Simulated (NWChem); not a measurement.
Species: HSO₃ cation; SMILES O=S(=O)=[OH+]

```xyz
5

O     -1.4537     0.1712     0.0000
S     -0.0470    -0.0968     0.0000
O      0.7028    -1.3103     0.0000
O      0.8947     1.1463     0.0000
H      0.4166     2.0180     0.0000
```
Atoms are numbered in this order, from 1.

Results from NWChem. Pople sets run with spherical d functions. Coordinates come from a B3LYP/6-31G* (spherical d) optimisation. Atomic charges in e: unrestrained fits to the electrostatic potential beside Mulliken populations; buried atoms are poorly determined by the fit.

Problem. Estimate the computed values for Hartree-Fock/6-31G*. Quantities: ESP O1; Mulliken O1; ESP S2; Mulliken S2; ESP O3; Mulliken O3; ESP O4; Mulliken O4; relative RMS misfit of the potential (%).

Solution. 
- ESP O1 = -0.31
- Mulliken O1 = -0.40
- ESP S2 = 1.47
- Mulliken S2 = 1.81
- ESP O3 = -0.26
- Mulliken O3 = -0.37
- ESP O4 = -0.42
- Mulliken O4 = -0.63
- relative RMS misfit of the potential (%) = 2
